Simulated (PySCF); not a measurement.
CH3NO2Si, SMILES N#CO[SiH2]O. The structure is a stationary point at PBE-D3(BJ)/def2-SVP. This is a generated structure with no PubChem entry under its InChIKey; it may be hypothetical. Other conformers were not sampled.

Computed equilibrium geometry at PBE-D3(BJ)/def2-SVP (PySCF confirms it by a frequency run) as a Z-matrix (one conformer of several):
```
Si
O 1 1.6571
H 2 0.9738 1 117.69
O 1 1.7420 2 110.60 3 75.83
C 4 1.2909 1 121.95 2 -63.43
N 5 1.1781 1 147.14 2 -57.05
H 1 1.4838 2 108.20 3 -172.22
H 1 1.4971 7 116.02 4 114.52
```
Charge 0, spin multiplicity 1.
